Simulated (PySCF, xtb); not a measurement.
C4H4OSe, SMILES [Se]1C(=O)C(=C)C1.

GFN2-xTB (xtb 6.7.1) at its own geometry gives an orbital gap of 2.30 eV and a dipole moment of 4.11 D.

Geometry: PBE0-D3(BJ)/def2-SVP. This is a generated structure with no PubChem entry under its InChIKey; it may be hypothetical.

Q: What does PBE/def2-TZVP run with PySCF give? (Estimate from the structure and the level; the computed values follow.)

A: gap 3.04 eV (levels -5.99 and -2.94 eV), dipole 3.35 D.
